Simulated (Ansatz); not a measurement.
This geometry of As₂BH₆NO (11 atoms, charge 0, multiplicity 1) is a first-order saddle point.

All numbers below come from RKS PBE/def2-SVP in Ansatz.

```xyz
11
Properties=species:S:1:pos:R:3
O -1.090 1.008 1.679
B -0.478 0.245 0.709
As -0.499 -1.694 1.092
N 0.128 0.778 -0.472
As 1.107 -0.233 -1.711
H -0.933 1.961 1.568
H -0.997 -2.220 2.400
H -0.050 -2.801 0.196
H 0.016 1.775 -0.676
H 0.517 0.427 -2.981
H 2.343 0.697 -1.785
```

Q: Which two structures does it join? (They come from a converged band through this point; their orientation in space is the band's.)

A: No bond is made or broken. The height of As3 over the plane of its neighbours goes from -0.91 to 0.91 Å. The two ends are copies of one structure, up to a mirror image or an exchange of like atoms.

Initial state:

```xyz
11
Properties=species:S:1:pos:R:3
O -1.113 0.838 1.682
B -0.539 0.108 0.667
As -0.894 -1.939 0.731
N 0.161 0.712 -0.418
As 0.888 -0.234 -1.871
H -1.014 1.803 1.568
H -0.929 -1.951 2.268
H 0.594 -2.329 0.695
H 0.277 1.732 -0.439
H 0.371 0.719 -2.977
H 2.262 0.484 -1.885
```

Final state:

```xyz
11
Properties=species:S:1:pos:R:3
O -0.977 0.848 1.756
B -0.303 0.128 0.797
As 0.124 -1.844 1.295
N 0.171 0.711 -0.415
As 1.184 -0.204 -1.706
H -1.070 1.795 1.536
H -1.147 -1.971 2.151
H -0.570 -2.438 0.055
H -0.020 1.701 -0.606
H 0.415 0.321 -2.945
H 2.258 0.896 -1.898
```

Q: How far does it lie above each of them?

A: 106.4 kJ/mol above the first and 106.4 kJ/mol above the second. This is the barrier of this one path; another mechanism may lie lower.

Time of the run: 5.1 min on 2 threads of AMD EPYC 7B13 (Zen 3), on a shared host, peak memory 0.22 GiB.
